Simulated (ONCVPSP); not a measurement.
## Reading a pseudo-wave (P (Z = 15))

Columns: radius, all-electron u(r) and pseudo u(r) of the 2s shell (level -175.56 eV) of phosphorus in the configuration [He] 2s2 2p6 3s2 3p2.75; LDA (Perdew-Wang 92), scalar-relativistic, ONCV scheme, ONCVPSP 4.0.1.

```tsv
r (bohr)	all-electron	pseudo
0.050	-0.6692	0.2653
0.100	-0.4181	0.5190
0.150	0.0862	0.7504
0.200	0.5778	0.9506
0.250	0.9634	1.1130
0.300	1.2240	1.2332
0.350	1.3742	1.3106
0.400	1.4348	1.3460
0.450	1.4306	1.3440
0.500	1.3802	1.3092
0.550	1.3005	1.2487
0.600	1.2036	1.1693
0.650	1.0981	1.0774
0.700	0.9907	0.9794
0.750	0.8856	0.8801
0.800	0.7855	0.7832
0.850	0.6925	0.6916
0.900	0.6071	0.6068
0.950	0.5299	0.5297
1.000	0.4606	0.4605
1.050	0.3991	0.3990
1.100	0.3448	0.3447
1.150	0.2970	0.2970
1.200	0.2554	0.2553
1.250	0.2191	0.2190
1.300	0.1876	0.1875
```

Q: How many radial nodes do the two functions have?

A: The all-electron 2s function has n − l − 1 = 1; the pseudo-wave has 0, since the states of the same l below it are removed with the core.

Q: At about which radius was the pseudo-wave matched?

A: 1.00 bohr. The columns agree to 0.0005 from 0.90 bohr on; several derivatives are matched, so the curves merge somewhat inside the radius.

Q: Is the pseudo-wave norm-conserving?

A: Yes: the ONCV scheme keeps the norm inside the radius equal to the all-electron one, which fixes the energy derivative of the logarithmic derivative at the level.
